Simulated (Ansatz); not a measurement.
Born–Oppenheimer molecular dynamics of CH5BOS (9 atoms, charge 0, multiplicity 1). It starts from a relaxed structure.

These are results of RKS PBE0/6-31G (Ansatz), not measurements.

```json
{
 "ensemble": "NVT, Langevin thermostat",
 "time step": "0.25 fs",
 "steps asked": "336",
 "set temperature": "100 K",
 "friction": "0.01 /fs",
 "seed": "749043"
}
```

First frame:

```xyz
9
Properties=species:S:1:pos:R:3
B -1.366 1.004 0.750
S -0.287 0.990 -0.687
C 0.533 -0.739 -0.612
O 1.935 -0.665 -0.734
H -1.411 0.059 1.480
H -2.015 1.985 0.928
H 0.176 -1.293 -1.476
H 0.187 -1.200 0.319
H 2.337 -0.187 0.014
```

Task: What does the run give?

Result: All steps were run.

```
steps done                                               : 336
time covered                                             : 84 fs
mean temperature over the second half                    : 89 K
spread of the potential energy over the second half      : 2.0 meV per atom
mean potential energy of the second half above the start : 8.0 meV per atom
```

The mean temperature of the second half is 11 % below the set value. A run of 0.084 ps of so small a system gives no equilibrium averages. Limits of this set-up: no polarisation functions.

Task: What happens to the structure?

Result: The same pairs are bonded in the first frame and the last. Pairs count as bonded within 1.25 times the sum of covalent radii (0.12 Å more for H–H). The details hang on the random start.

Task: How do temperature and energy run in time?

Result: 
```tsv
time (fs)	T (K)	potential energy less start (eV)
0.0	89	0.000
2.8	70	0.027
5.5	40	0.045
8.2	29	0.057
11.0	37	0.040
13.8	54	0.030
16.5	45	0.050
19.2	38	0.062
22.0	30	0.066
24.8	40	0.052
27.5	41	0.043
30.2	39	0.049
33.0	44	0.046
35.8	42	0.050
38.5	53	0.039
41.2	49	0.060
44.0	65	0.049
46.8	60	0.058
49.5	88	0.043
52.2	93	0.051
55.0	78	0.071
57.8	82	0.068
60.5	79	0.081
63.2	103	0.058
66.0	109	0.067
68.8	116	0.063
71.5	97	0.092
74.2	92	0.093
77.0	88	0.093
79.8	96	0.096
82.5	91	0.099
```

The run took 12 min on 1 thread of Arm Neoverse V1 (shared host), peak memory 0.11 GiB.
